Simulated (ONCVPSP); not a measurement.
# Which change was made? (O, ONCV)

- Element: oxygen
- Generator: ONCVPSP 4.0.1
- Type: optimised norm-conserving Vanderbilt (ONCV)
- Functional: PBEsol
- Relativity: scalar-relativistic
- Frozen core: [He]
- Valence charge: 6
- Reference configuration: 2s1 2p5
- Partial waves: 2s: rc 0.65 bohr, ncon 4, nbas 7, qcut 8.2 1/bohr, 1 projector; 2p: rc 2.20 bohr, ncon 4, nbas 9, qcut 4.9 1/bohr, 1 projector
- Local potential: polynomial inside 0.45 bohr (lpopt 5, dvloc0 0 Ha)
- Core correction: Teter function, fcfact 4, rcfact 1.25

Cutoffs, loose and tight: the cutoffs (Ha) at which the residual kinetic energy of the hardest occupied pseudo-wave falls to 1 and 0.1 mHa per electron. They do not see the model core or the augmentation charge, which bear on the density cutoff. Test errors are all-electron minus pseudo excitation energies from the reference, over the configurations 2s2 2p4; 2s2 2p3; 2s2 2p2; 2s2 2p3.5; variants that change the core or the reference have their own tests. The largest error is taken over the tests solved by every variant that gives reliable tests at all, those not shown here included: 2s2 2p3; 2s2 2p3.5; 2s2 2p4.

The base gives: outcome: generated; cutoff, loose: 50 Ha; cutoff, tight: 178 Ha; bound ghosts: none; GHOST(+) flags above zero: p; largest test error (meV): +501.

After one change the result is: outcome: generated; cutoff, loose: 50 Ha; cutoff, tight: 178 Ha; bound ghosts: none; GHOST(+) flags above zero: p; largest test error (meV): +626. Which change was it?
A. p: rc 1.82
B. p: rc 2.48
C. p: rc 1.54

B. The others give: p: rc 1.54 → outcome: generated; cutoff, loose: 106 Ha; cutoff, tight: 178 Ha; bound ghosts: none; GHOST(+) flags above zero: p; largest test error (meV): +229 | p: rc 1.82 → outcome: generated; cutoff, loose: 50 Ha; cutoff, tight: 178 Ha; bound ghosts: none; GHOST(+) flags above zero: p; largest test error (meV): +337.
